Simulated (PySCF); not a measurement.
# Computed properties of CH₅B, SMILES BC

CH₅B, SMILES BC. Geometry: B3LYP-D3(BJ)/def2-TZVP. The values are those of a single conformer. All values are computed for the isolated molecule unless a solvent is named; none is compared with measurement here.

**Structure.** The optimised structure has Cs symmetry. All 15 harmonic modes at B3LYP-D3(BJ)/def2-TZVP (PySCF) are real, so it is a minimum.

**Vibrations.** The strongest infrared lines (harmonic, unscaled, degenerate partners summed) lie at 2641 cm⁻¹ (155 km/mol, H 88 %, B 12 %), 2573 cm⁻¹ (111 km/mol, H 95 %), 1329 cm⁻¹ (70 km/mol, H 71 %, C 23 %). The softest mode is at 163 cm⁻¹ and the zero-point energy is 34.9 kcal/mol.

**Electronic structure.** r2SCAN/def2-TZVPD (PySCF) places the frontier levels at -7.90 and -1.81 eV, a gap of 6.09 eV, and gives a dipole moment of 0.72 D and a mean polarisability of 29.9 bohr³.

**Excitations.** TDA-CAM-B3LYP/def2-TZVPD (PySCF) has S1 at 5.90 eV (210 nm, f = 0.000, dark); the most intense of the 10 singlets computed lies at 9.74 eV (f = 0.23). T1 (TDA) is at 5.20 eV, 0.70 eV under S1. No vertical singlet excitation falls in the visible range (under 3.1 eV).

**NMR.** GIAO shifts at KT2/pcSseg-2 (PySCF) (non-relativistic, atoms alike by connectivity averaged): ¹³C at 18.7 ppm against TMS; ¹H from 1.4 to 7.9 ppm against TMS; ¹¹B at 79.9 ppm against BF3.
